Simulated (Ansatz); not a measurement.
Consider the ligand exchange at a Ga–Se bond: `[NH2][GaH][SeH]` + HBr → `[NH2][GaH][Br]` + H₂Se.

Computed with Ansatz on PBE0-D4/def2-TZVP structures; ΔE is electronic, products minus reactants. CCSD(T)/CBS is the MP2 limit (def2-TZVPP, def2-QZVPP) plus CCSD(T) − MP2 in def2-TZVPP, frozen cores. DFT in def2-TZVPP. B3LYP here is the variant with VWN-RPA as its local correlation; programs differ in this. For Br, Ga, Se outer-core shells are correlated without core-valence functions, which leaves a few kJ/mol of doubt a bond. Scalar relativity is left out up to krypton. One conformer a species, not always the lowest.

`[NH2][GaH][SeH]`:

Z-matrix (Å, degrees):
```
N
Ga 1 1.809
H 1 1.005 2 123.5
H 1 1.005 2 124.2 3 -179.7
Se 2 2.330 1 115.0 3 -179.9
H 2 1.554 1 121.8 3 0.0
H 5 1.467 2 92.2 1 -179.2
```

HBr:

Cartesian coordinates in Å:
```
Br -0.545 0.449 0.079
H 0.545 -0.449 -0.079
```

`[NH2][GaH][Br]`:

```xyz
6

N    -0.026    0.892   -0.513
Ga   -0.224   -0.636    0.418
Br    1.723   -1.818    0.686
H    -0.777    1.528   -0.720
H     0.858    1.198   -0.881
H    -1.553   -1.164    1.010
```

H₂Se:

```xyz
3

Se    0.566   -0.302    0.239
H     0.273    1.007   -0.356
H    -0.839   -0.705    0.117
```

(1) Is it downhill or uphill in electronic energy at CCSD(T)/CBS, and by how much? (An estimate is asked.)

(2) What do these levels give: r2SCAN-D4, B3LYP-D4, r2SCANh-D4, r2SCAN0-D4, PBE, BLYP, r2SCAN0, RPA@PBE/def2-TZVPP, CCSD(T)/def2-SVP, HF/def2-TZVPP, CCSD/def2-TZVPP, SCS-MP2/def2-QZVPP? (Best estimate.)

Largest T1 diagnostic among the species: 0.012.

## Answers

(1) The calculation gave: Downhill: ΔE = -28.9 kJ/mol.

(2) The calculation gave: r2SCAN-D4 -30.8, B3LYP-D4 -30.8, r2SCANh-D4 -31.3, r2SCAN0-D4 -32.0, PBE -27.9, BLYP -31.0, r2SCAN0 -32.3, RPA@PBE/def2-TZVPP -28.9, CCSD(T)/def2-SVP -33.2, HF/def2-TZVPP -43.1, CCSD/def2-TZVPP -31.5, SCS-MP2/def2-QZVPP -31.3 kJ/mol.

In def2-TZVPP, CCSD(T) changes the Hartree–Fock value by +13.2 kJ/mol (the triples alone add +1.6 kJ/mol) and MP2 by +13.8 kJ/mol. From BLYP to BHLYP (50 % exact exchange), in def2-TZVPP and without D4, ΔE moves by −5.2 kJ/mol. At CCSD(T), def2-SVP lies −4.3 kJ/mol from the extrapolated value and def2-TZVPP −1.0 kJ/mol.
